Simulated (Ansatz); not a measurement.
# GaHCl2O (SMILES [OH][Ga]([Cl])[Cl]): the energy to break a bond

The species is GaHCl2O (5 atoms), meant as a singlet with charge 0. As SMILES, `[OH][Ga]([Cl])[Cl]`. Geometry: optimised at PBE0/def2-SVP.

```xyz
5

O     0.2542    1.3550    0.2457
Ga    0.1171   -0.3940    0.0554
Cl    1.5060   -1.6389    1.0623
Cl   -1.4141   -1.2449   -1.1609
H    -0.4133    1.8492   -0.2438
```

Wanted: the dissociation energy of the H5–O1 bond into doublet H and doublet GaCl2O (shapes relaxed at PBE0/def2-SVP, no zero-point term). 1 Eh = 2625.50 kJ/mol = 27.2114 eV. Totals in Eh; open shells run unrestricted unless said.

```
             level  program       GaHCl2O  doublet H  doublet GaCl2O
      PBE/def2-SVP   Ansatz  -2919.875800  -0.498629    -2919.185546
   r2SCAN/def2-SVP   Ansatz  -2920.528750  -0.499209    -2919.838985
CAM-B3LYP/def2-SVP   Ansatz  -2920.743087  -0.497895    -2920.051831
```

Question: Work out the dissociation energy at each level.

Answer: 
1. PBE/def2-SVP: (-0.498629) + (-2919.185546) − (-2919.875800) = 0.191625 Eh = 503.1 kJ/mol = 5.21 eV.
2. r2SCAN/def2-SVP: (-0.499209) + (-2919.838985) − (-2920.528750) = 0.190556 Eh = 500.3 kJ/mol = 5.19 eV.
3. CAM-B3LYP/def2-SVP: (-0.497895) + (-2920.051831) − (-2920.743087) = 0.193361 Eh = 507.7 kJ/mol = 5.26 eV.

The levels span 500 to 508 kJ/mol; no measured value is set beside them. A bond enthalpy at 298 K also holds the loss of zero-point energy and thermal terms.
